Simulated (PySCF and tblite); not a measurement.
**C4H6F2O2, numbered as in [F:1][C@H:2]1[CH2:3][O:4][CH2:5][O:6][C@@H:7]1[F:8]: conformational analysis**

Level: PBE0-D3(BJ)/pcSseg-1 (IEF-PCM, tetrahydrofuran)//GFN2-xTB, thermal terms from GFN2-xTB, symmetry numbers and mirror pairs counted. Conformers within 2.5 kcal/mol (GFN2-xTB free energy) were kept, 6 at most. GIAO shieldings: PBE0/pcSseg-1 (IEF-PCM, tetrahydrofuran). Couplings: B3LYP/6-31G* with pcJ-1 on H, F (gas phase; spin-dipole term only for pairs with B, N, F, Si or P). Couplings are for ¹⁹F, ¹H. H–H couplings come out 0.1 to 0.9 Hz lower than with pcJ-1 on all atoms. Shifts are against TMS (¹H), TMS (¹³C), CFCl3 (¹⁹F) at the same level; of two unlike H on one atom, a is the less shielded. Run with PySCF (density fitting) and tblite.

The 6-ring runs over atoms 2–3–4–5–6–7.

```json
{"conformer": "1", "shape": "6-ring chair (F1, F8 axial)", "symmetry": "C1", "E(GFN2) kcal/mol": "0.00", "E(DFT) kcal/mol": "0.00", "G(298.15 K) kcal/mol": "0.00", "weight %": "99.9", "dipole D": "2.06"}
{"conformer": "2", "shape": "6-ring between boat and twist-boat (ring torsions -66, 23, 39, -55, 10, 47°)", "symmetry": "C1", "E(GFN2) kcal/mol": "1.79", "E(DFT) kcal/mol": "4.65", "G(298.15 K) kcal/mol": "4.23", "weight %": "0.1", "dipole D": "1.26"}
```

Weights (%) against temperature:

```tsv
T (K)	1	2	S(mix) cal/mol/K
250	100.0	0.0	0.00
298.15	99.9	0.1	0.01
350	99.8	0.2	0.03
```

Averaged shifts at 298.15 K. ¹H: 6.14 (H7, 1H), 5.47 (H5a, 1H), 5.23 (H5b, 1H), 4.64 (H3a, 1H), 4.57 (H2, 1H), 4.32 (H3b, 1H) ppm. ¹³C: 110.0 (C7), 90.9 (C5), 87.7 (C2), 71.0 (C3) ppm. ¹⁹F: -168.0 (F8), -224.7 (F1) ppm.

Averaged couplings (Hz): ²J(F1,H2) 54.2, ³J(F1,H3b) 38.7, ³J(F1,H3a) 17.8, ³J(F1,H7) 7.1, ³J(H2,F8) 3.9, ²J(H7,F8) 55.1, ³J(H2,H3b) 2.6, ³J(H2,H3a) 0.8, ³J(H2,H7) 1.2, ²J(H3b,H3a) -13.7, ²J(H5a,H5b) -7.5. Computed couplings to fluorine can be off by tens of per cent at such levels.

Coordinates of conformer 1 (Å):

```xyz
14

F     1.880    0.281   -1.156
C     1.202    0.015    0.008
C     0.323    1.204    0.404
O    -0.841    1.277   -0.390
C    -1.568    0.098   -0.333
O    -0.849   -1.004   -0.853
C     0.333   -1.237   -0.206
F     0.087   -1.764    1.056
H     1.958   -0.192    0.776
H     0.055    1.095    1.466
H     0.862    2.139    0.248
H    -1.878   -0.124    0.706
H    -2.440    0.217   -0.977
H     0.875   -2.005   -0.771
```

Unscaled ¹⁹F shifts at such levels can be off by tens of ppm; differences between conformers or isomers are more reliable. Shifts are unscaled: against experiment ¹³C can be off by 15 ppm or more and ¹H by 0.8 ppm.

Search and properties took 59 s on 1 thread of AMD EPYC 9R45 96-Core, on a host shared with other jobs (rough), launched as `OMP_NUM_THREADS=1 python ens_run.py task.json out`.


Conformer gaps in pcSseg-1 on xTB geometries can be 2 kcal/mol off for S=O, P=O and other polar bonds.